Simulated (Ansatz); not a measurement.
Total energies of Cd2SF2 from Ansatz at PBE-D4/def2-TZVP, gas phase (1 Eh = 27.2114 eV = 2625.5 kJ/mol). The reference geometry is relaxed at PBE0-D4/def2-SVP.

| atom | x (Å) | y (Å) | z (Å) |
| --- | --- | --- | --- |
| Cd1 | -1.3276 | -1.0223 | -0.4971 |
| Cd2 | 1.3404 | 0.7865 | 0.7997 |
| S3 | 0.0577 | -1.0636 | 1.3650 |
| F4 | -2.5008 | -1.0219 | -2.0322 |
| F5 | 2.4304 | 2.3213 | 0.3646 |

| state | geometry | energy (Eh) |
| --- | --- | --- |
| charge 0 singlet | reference | -933.27415 |
| charge 1 doublet | reference | -932.91951 |
| free Cd atom (singlet) | – | -167.78889 |
| free S atom (triplet) | – | -397.93833 |
| free F atom (doublet) | – | -99.66912 |

In the def2 sets Cd takes a core potential; there is no spin–orbit coupling.

(1) Work out the vertical ionisation energy to the doublet.

(2) What is the binding energy per atom against free atoms?

(1) E(charge 1 doublet) − E(charge 0 singlet) = -932.91951 − (-933.27415) = 0.35464 Eh = 9.65 eV. For comparison, −ε of the highest occupied level is 6.71 eV at this level, 2.94 eV less.

(2) Atoms: 2 × (-167.78889) + 1 × (-397.93833) + 2 × (-99.66912) = -932.85435 Eh. Binding: -932.85435 − (-933.27415) = 0.41980 Eh = 11.42 eV, or 2.28 eV for each of 5 atoms (no zero-point energy, no counterpoise term).

The structure comes from a short search, and lower isomers may exist.
